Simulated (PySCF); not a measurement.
## From computed data to an observable: dipole moment from atomic charges

WS2ClBr, SMILES [S]=[W](=[S])([Cl])[Br], multiplicity 1. Atoms are numbered in the order given.

```xyz
5

W      0.0350     0.2938     0.0000
S      1.1487     0.8614    -1.7063
S      1.1487     0.8614     1.7063
Cl    -1.9273     1.4108     0.0000
Br    -0.1882    -2.0940     0.0000
```
Charge 0, spin multiplicity 1.

Geometry optimised at PBE0-D3(BJ)/def2-SVP. The spin state was assumed, not searched. The structure was generated by enumeration; whether it is a known compound was not checked. The def2 effective core potentials stand for the cores of W; spin–orbit coupling is left out.

Charges (e) from PBE/def2-TZVP (PySCF):

```csv
atom,ESP fit,Mulliken
W1,0.003,0.776
S2,-0.035,-0.187
S3,-0.035,-0.187
Cl4,0.021,-0.211
Br5,0.045,-0.192
```

The dipole moment of the full density is 0.89 D.

**Question.** What dipole moment does each set of point charges give, and which comes closer to that of the density?

**Answer.** 
μ = Σ q r, and 1 e Å = 4.8032 D.
ESP fit: Σ q r = (-0.129, -0.124, 0.000) e Å, |μ| = 0.86 D.
Mulliken: Σ q r = (0.040, 0.010, 0.000) e Å, |μ| = 0.20 D.
ESP fit comes closer in size. Point charges leave out the atoms' own dipoles (lone pairs, polarised bonds); fits to the potential absorb them, partitions of the density don't.
